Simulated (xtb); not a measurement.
xtb input (GFN-FF):

```bash
xtb mol.xyz --gfnff --opt tight --chrg 0 --uhf 0
```
mol.xyz:
```
12

C     -1.52963259    -1.19362612    -0.17104352
Al    -0.00366969     0.01975631     0.00404828
C      1.85559492    -0.56124168    -0.18854794
N     -0.32191036     1.73305337     0.35512145
H     -1.47023985    -2.01246488     0.55246861
H     -2.48758291    -0.69054290    -0.02063984
H     -1.55401400    -1.65871213    -1.16135101
H      2.56789068     0.25819377    -0.06795319
H      2.10894281    -1.32883151     0.54917089
H      2.03142644    -1.00876851    -1.17155213
H      0.38583600     2.44279702     0.46449233
H     -1.23695475     2.13933026     0.47443528
```

End of the output:

```
         :::::::::::::::::::::::::::::::::::::::::::::::::::::
         ::                     SUMMARY                     ::
         :::::::::::::::::::::::::::::::::::::::::::::::::::::
         :: total energy              -1.621952296582 Eh    ::
         :: gradient norm              0.000094533675 Eh/a0 ::
         ::.................................................::
         :: bond energy               -1.660787126024 Eh    ::
         :: angle energy               0.000026974123 Eh    ::
         :: torsion energy             0.001617059225 Eh    ::
         :: repulsion energy           0.070106348206 Eh    ::
         :: electrostat energy        -0.028510729872 Eh    ::
         :: dispersion energy         -0.004352617371 Eh    ::
         :: HB energy                  0.000000000000 Eh    ::
         :: XB energy                  0.000000000000 Eh    ::
         :: bonded atm energy         -0.000052204868 Eh    ::
         :: external energy            0.000000000000 Eh    ::
         :: add. restraining           0.000000000000 Eh    ::
         :: total charge              -0.000000000000 e     ::
         :::::::::::::::::::::::::::::::::::::::::::::::::::::

           -------------------------------------------------
          |                Property Printout                |
           -------------------------------------------------

molecular dipole:
                 x           y           z       tot (Debye)
 q only:        0.029      -0.136      -0.028       0.360
           -------------------------------------------------
          |                Geometry Summary                 |
           -------------------------------------------------

      molecular mass/u    :       73.0732395
   center of mass at/Å    :       -0.0081566       0.0379147       0.0078137
  moments of inertia/u·Å² :        0.9617841E+02   0.9829019E+02   0.1881912E+03
rotational constants/cm⁻¹ :        0.1752746E+00   0.1715088E+00   0.8957716E-01
Note: The following floating-point exceptions are signalling: IEEE_UNDERFLOW_FLAG IEEE_DENORMAL
normal termination of xtb

 * 11 selected distances

     #   Z          #   Z                                           value/Å
     1   6 C        2  13 Al                                      1.9467178
     2  13 Al       3   6 C                                       1.9467265 (max)
     2  13 Al       4   7 N                                       1.8613118
     1   6 C        5   1 H                                       1.0872791
     1   6 C        6   1 H                                       1.0871320
     1   6 C        7   1 H                                       1.0872767
     3   6 C        8   1 H                                       1.0871360
     3   6 C        9   1 H                                       1.0872779
     3   6 C       10   1 H                                       1.0872802
     4   7 N       11   1 H                                       1.0042356 (min)
     4   7 N       12   1 H                                       1.0058039

 * 4 distinct bonds (by element types)

   Z      Z             #   av. dist./Å        max./Å        min./Å
   1 H    6 C           6     1.0872303     1.0872802     1.0871320
   1 H    7 N           2     1.0050198     1.0058039     1.0042356
   6 C   13 Al          2     1.9467221     1.9467265     1.9467178
   7 N   13 Al          1     1.8613118     1.8613118     1.8613118

optimized geometry written to: xtbopt.xyz

           -------------------------------------------------
          | TOTAL ENERGY               -1.621952296582 Eh   |
          | GRADIENT NORM               0.000094533675 Eh/α |
           -------------------------------------------------
########################################################################
[WARNING] Runtime exception occurred
-1- gfnff_setup: Could not read topology file.
########################################################################

------------------------------------------------------------------------
------------------------------------------------------------------------
 total:
 SCF:
 ANC optimizer:
```
